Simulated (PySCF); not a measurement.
SiBrF2, SMILES F[Si](Br)F, multiplicity 2.

Coordinates come from a PBE-D3(BJ)/def2-SVP optimisation.

Level of theory: PBE-D3(BJ)/def2-SVP (PySCF).

Frequencies are harmonic and unscaled.

| mode | ν (cm⁻¹) | IR (km/mol) | moving atoms (share of kinetic energy) |
|---|---|---|---|
| 1 | 169 | 1.5 | F 73 %, Si 17 %, Br 10 % |
| 2 | 206 | 3.5 | F 68 %, Br 29 % |
| 3 | 313 | 20.2 | F 65 %, Si 33 % |
| 4 | 432 | 85.1 | Si 75 %, Br 18 % |
| 5 | 832 | 131.4 | F 63 %, Si 37 % |
| 6 | 910 | 113.3 | F 53 %, Si 47 % |
